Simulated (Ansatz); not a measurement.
Be2Se2⁺, relaxed as a doublet with UKS PBE0-D4/def2-TZVP in Ansatz, starting from the GFN1-xTB geometry. Force threshold 0.02 eV/Å.

The relaxation made no stability test and no search for a lower SCF solution. Another isomer (doublet) lies 2.13 eV lower at PBE0-D4/def2-TZVP; other spin states weren't run for this one.

Start:

Cartesian coordinates in Å:
```
Be 1.028 1.867 -0.590
Be -0.758 -1.435 -0.433
Se 0.327 -1.086 1.240
Se -0.598 0.653 -0.217
```

(1) Estimate the energy that the relaxation releases and the steps that it takes.

(2) Does the start keep its bonding?

(3) Predict the relaxed structure.

## Answers

(1) 18.2 kcal/mol, in 11 steps; 27 s on 4 threads of Arm Neoverse V2 on a shared host. No frequencies were taken in this run, so the end may be a saddle point.

(2) Bonds formed: Be1–Se3 (atoms count from 1).

(3) 
Cartesian coordinates in Å:
```
Be 1.006 1.018 -0.268
Be -0.541 -1.194 -0.632
Se 0.634 -0.614 1.035
Se -1.100 0.790 -0.135
```
Bond lengths (bridged metal pairs left out): 4 × Be–Se 2.12 Å; 1 × Se–Se 2.52 Å.
